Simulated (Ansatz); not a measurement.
Two isomers of C3H5ClSi: A = `C#C[SiH](C)Cl`, B = `C=C1[SiH2]C1Cl`.

Isolated molecules relaxed with PBE0-D4/def2-TZVP in Ansatz; ΔE leaves out vibrations. CCSD(T)/CBS is the MP2 limit (def2-TZVPP, def2-QZVPP) plus CCSD(T) − MP2 in def2-TZVPP, frozen cores. DFT in def2-TZVPP. B3LYP here is the variant with VWN-RPA as its local correlation; programs differ in this.

Problem. Which is lower in electronic energy at CCSD(T)/CBS, and by how much? (Best estimate.)

Solution. Computed: A, by 261.1 kJ/mol.

Problem. Give E(B) − E(A) in kJ/mol with CCSD/def2-TZVPP, MP2/def2-TZVPP, B2PLYP, PBE-D4, CCSD(T)/def2-TZVPP, B3LYP, B3LYP-D4. (An estimate is asked.)

Solution. Computed: CCSD/def2-TZVPP 264.7, MP2/def2-TZVPP 269.3, B2PLYP 261.1, PBE-D4 216.3, CCSD(T)/def2-TZVPP 259.1, B3LYP 249.9, B3LYP-D4 247.0. None reverses the order clearly.

Largest T1 diagnostic: 0.012.

In def2-TZVPP, CCSD(T) changes the Hartree–Fock value by −33.6 kJ/mol (the triples alone add −5.6 kJ/mol) and MP2 by −23.4 kJ/mol. From PBE to PBE0 (25 % exact exchange), in def2-TZVPP and without D4, E(B) − E(A) moves by +10.9 kJ/mol.
